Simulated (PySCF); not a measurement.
PySCF 2.14 output of an unrestricted wB97X-V calculation on a single atom or ion in def2-TZVPPD (3s3p1d, 17 functions), with no relativity, point nucleus:

```
SCF conv_tol = 1e-09
number electrons alpha = 1  beta = 1
    N. Mardirossian and M. Head-Gordon.,  Phys. Chem. Chem. Phys. 16, 9904-9924 (2014)
cycle= 1 E= -0.503724428195509  delta_E= -0.000285  |g|= 0.00318  |ddm|= 0.0254
cycle= 2 E= -0.503729895587801  delta_E= -5.47e-06  |g|= 0.000539  |ddm|= 0.00648
cycle= 3 E= -0.503730052190263  delta_E= -1.57e-07  |g|= 1.74e-06  |ddm|= 0.00128
cycle= 4 E= -0.50373005219168  delta_E= -1.42e-12  |g|= 1.83e-10  |ddm|= 3.41e-06
converged SCF energy = -0.50373005219168  <S^2> = -8.8817842e-16  2S+1 = 1
```

The run itself started from symmetry-adapted Hartree-Fock orbitals and held the occupation by maximum overlap, on a logarithmic radial grid, so the iterations belong to that start.

Task: Which element, charge and spin multiplicity is this?

Result: H⁻ (hydrogen, charge -1), multiplicity 1; the state was 1s2, closed-shell 1S.

At wB97X-V the highest occupied level has a positive energy, so only the finite basis holds that electron.
